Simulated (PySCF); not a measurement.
Ti(F)3(Me) (CH3F3Ti), SMILES [CH3][Ti]([F])([F])[F], multiplicity 1. Heavy atoms are numbered as in [Ti:1]([F:2])([F:3])([F:4])[CH3:5]. Hydrogens are named by the atom that carries them.

Geometry: PBE0-D3(BJ)/def2-SVP. The spin state was assumed, not searched. The structure was generated by enumeration; whether it is a known compound was not checked.

Calculation: PBE/pcSseg-1 run with PySCF.

GIAO shieldings, no solvent; atoms alike by connectivity are averaged. δ = σ(ref) − σ: ¹⁹F against CFCl3 (σ = 133.6 ppm); ¹³C against TMS (σ = 182.0 ppm); ¹H against TMS (σ = 31.49 ppm), references at their B3LYP-D3(BJ)/def2-TZVP geometries, non-relativistic.

Computed chemical shifts:
| nucleus | atoms | count | δ (ppm) |
|---|---|---|---|
| ¹⁹F | F2 | 3 | 314.4 |
| ¹³C | C5 (CH3) | 1 | 68.7 |
| ¹H | H on C5 | 3 | 2.50 |
